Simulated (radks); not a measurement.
Species: neutral gadolinium. Configuration: [Xe] 4f7 5d1 6s2.

Method: Dirac Kohn-Sham, PBE, spin-unpolarised, spherical densities, point nucleus; open shells fill j = l - 1/2 first; computed with a radial shooting solver on a logarithmic mesh with Libxc functionals.

Energy parts (hartree):
total: -11280.1836
kinetic: 12302.8430
electron-nucleus: -27713.2438
Hartree: 4380.0359
exchange-correlation: -249.8186

Orbitals (lengths in bohr, moments of r in powers of bohr):
orbital,occ.,eigenvalue (hartree),<r^2>
1s1/2,2,-1839.359,0.0006547
2s1/2,2,-303.5271,0.01021
2p1/2,2,-288.1870,0.007417
2p3/2,4,-262.6137,0.008652
3s1/2,2,-67.27175,0.06814
3p1/2,2,-60.62962,0.06349
3p3/2,4,-55.38383,0.07056
3d3/2,4,-43.92527,0.05634
3d5/2,6,-42.78253,0.05831
4s1/2,2,-13.54102,0.3451
4p1/2,2,-10.95589,0.3632
4p3/2,4,-9.78892,0.4018
4d3/2,4,-5.53274,0.4609
4d5/2,6,-5.32182,0.4761
5s1/2,2,-1.81944,2.002
5p1/2,2,-1.10960,2.546
5p3/2,4,-0.95018,2.887
4f5/2,6,-0.32425,0.9808
4f7/2,1,-0.29662,1.015
6s1/2,2,-0.15061,18.20
5d3/2,1,-0.09692,9.751
5d5/2,0,-0.08721,10.55

The highest occupied level is 5d3/2 at -2.637 eV. The density falls to 0.001 e/bohr^3 at r = 5.24 bohr. For comparison, the ionisation energy in NIST's Atomic Spectra Database is 6.150 eV (measured). In exact Kohn-Sham theory the highest level is minus the ionisation energy, but local and semilocal functionals leave it too shallow, through self-interaction and a potential that decays too fast; potentials with the right tail come closer. Summed over all electrons, <r^2> = 82.62 bohr^2, which gives a Langevin (diamagnetic) susceptibility term of -65.4 x 10^-6 cm^3/mol.

Beside tabulated values, note that spin-unpolarised runs miss the spin-polarisation part of the exchange energy of open shells.
